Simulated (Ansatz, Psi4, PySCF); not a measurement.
H$_{4}$Cl$_{3}$GeNOSi, singlet, geometry from GFN2-xTB, atoms displaced at random by about 0.08 Å a coordinate. Base run: PBE0/STO-3G, gradient (PySCF).

The PySCF input:
```python
from pyscf import gto, scf, dft

mol = gto.M(
    atom='''
Si   -2.409402   -0.216773    0.946140
N    -3.154435    0.111450   -0.591645
O    -0.905231    0.085058    0.983392
Ge    0.588009   -0.009505   -0.029542
Cl    0.765373   -1.834118   -0.580985
Cl    2.079960    0.589517    1.283414
Cl    0.438621    1.487625   -1.700309
H    -2.740506    0.546686    2.118983
H    -2.544739   -1.794039    1.075911
H    -2.816873    0.896976   -0.955032
H    -4.146970   -0.077385   -0.736992
''',
    basis='sto-3g',
    charge=0,
    spin=0,
    verbose=4,
)

mf = dft.RKS(mol)
mf.xc = 'pbe0'
mf.kernel()
g = mf.nuc_grad_method()
grad = g.kernel()
```

Programs used: Ansatz (a first-principles code), Psi4, PySCF; a row that names a program was run with it.

The coordinate followed is x of atom 8.

Each row names what was changed in the base input (with any setting that the change needs).

```csv
change,dE/dx (Eh/bohr),net force (Eh/bohr)
base,0.020294,0.000062
grids.level = 1; grid_response = off,0.020306,0.000664
conv_tol = 1e-11,0.020294,0.000062
grid_response = on,0.020292,0.000000
grids.level = 0; grid_response = on,0.019879,0.000000
code = psi4,0.020306,0.000318
conv_tol = 1e-6,0.020296,0.000062
grids.level = 5; grid_response = on,0.020293,0.000000
density fitting = on; auxbasis_response = off,0.020338,0.002514
grids.level = 1; grid_response = on,0.020251,0.000000
density fitting = on,0.020303,0.000062
code = ansatz,0.020294,0.000000
```

The net force is zero for an exact gradient.
